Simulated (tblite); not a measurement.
Input of a run (GFN2-xTB geometry optimisation, gas phase (tblite 0.8.0)), started from a force field or distance geometry:
```
{"job": {"kind": "relax", "xc": "GFN2-xTB", "basis": "xTB"}, "charge": 0, "multiplicity": 1}
C      1.671400    -0.303400     0.568800
C      0.805100     0.206400    -0.594500
F      0.890600     1.565600    -0.579600
Si    -0.990300    -0.278700    -0.563900
N     -1.838200     0.287700     0.815200
H      1.671300    -1.394900     0.616800
H      1.301000     0.088900     1.525100
H      2.698900     0.058800     0.459900
H      1.260100    -0.136400    -1.526100
H     -1.162200    -1.757700    -0.557300
H     -1.724800     0.262800    -1.718900
H     -2.832400     0.096500     0.687000
H     -1.754800     1.305100     0.849700
```

Output (eV, eV/Å):
```
step      E/eV     max force
  0    -482.86414    1.945
  1    -482.95294    0.745
  2    -482.98055    0.471
  3    -483.00082    0.442
  4    -483.03648    0.635
  5    -483.06140    0.613
  6    -483.07847    0.364
  7    -483.08985    0.358
  8    -483.09933    0.363
  9    -483.10925    0.309
 10    -483.11587    0.211
 11    -483.11907    0.134
 12    -483.12157    0.129
 13    -483.12424    0.153
 14    -483.12661    0.145
 15    -483.12863    0.125
 16    -483.13039    0.131
 17    -483.13213    0.150
 18    -483.13383    0.122
 19    -483.13526    0.106
 20    -483.13639    0.092
 21    -483.13751    0.099
 22    -483.13900    0.114
 23    -483.14116    0.123
 24    -483.14384    0.161
 25    -483.14624    0.137
 26    -483.14769    0.092
 27    -483.14843    0.073
 28    -483.14905    0.073
 29    -483.14978    0.080
 30    -483.15051    0.073
 31    -483.15114    0.065
 32    -483.15166    0.072
 33    -483.15209    0.065
 34    -483.15246    0.058
 35    -483.15279    0.053
 36    -483.15310    0.043
 37    -483.15334    0.041
 38    -483.15348    0.024
 39    -483.15356    0.021
 40    -483.15363    0.024
 41    -483.15371    0.028
 42    -483.15378    0.030
 43    -483.15385    0.026
 44    -483.15390    0.020
 45    -483.15398    0.027
 46    -483.15407    0.029
 47    -483.15417    0.028
 48    -483.15425    0.025
 49    -483.15433    0.028
 50    -483.15444    0.030
 51    -483.15458    0.031
 52    -483.15472    0.026
 53    -483.15482    0.028
 54    -483.15492    0.029
 55    -483.15502    0.027
 56    -483.15513    0.024
 57    -483.15518    0.013
 58    -483.15520    0.011
 59    -483.15521    0.010
 60    -483.15523    0.010
```

Summarise the run.

The energy falls by 6.7 kcal/mol over 60 L-BFGS steps, the largest force on an atom goes from 1.94 to 0.010 eV/Å, and the atoms move by 0.198 Å rms after alignment. The bond that changes most is C2–Si4 (sp3 C–F carbon to SiH2 silicon), which lengthens by 0.060 Å. Bonds longer at the end by more than 0.005 Å: 2 of 12; shorter: 7. Among the angles that change most is N5–Si4–H11, from 105.2° to 117.2°. Among the dihedrals that turn most is H10–Si4–N5–H13, from 180° to 157°. The energy never rose by more than 1e-5 eV on the way. The first step brought 31 % of the lowering.

What are the final bond lengths?

C1–C2 1.517 Å, C2–F3 1.399 Å, C2–Si4 1.920 Å, Si4–N5 1.718 Å, C1–H6 1.086 Å, C1–H7 1.087 Å, C1–H8 1.089 Å, C2–H9 1.096 Å, Si4–H10 1.463 Å, Si4–H11 1.469 Å, N5–H12 1.007 Å, N5–H13 1.009 Å. Numbering counts from 1 in the input's order; the species is `C[C@H](F)[SiH2]N`.

Its GFN2-xTB frequencies are all real (lowest 52 cm⁻¹). The numbers are those of one conformer.

All values are computed, not measured.
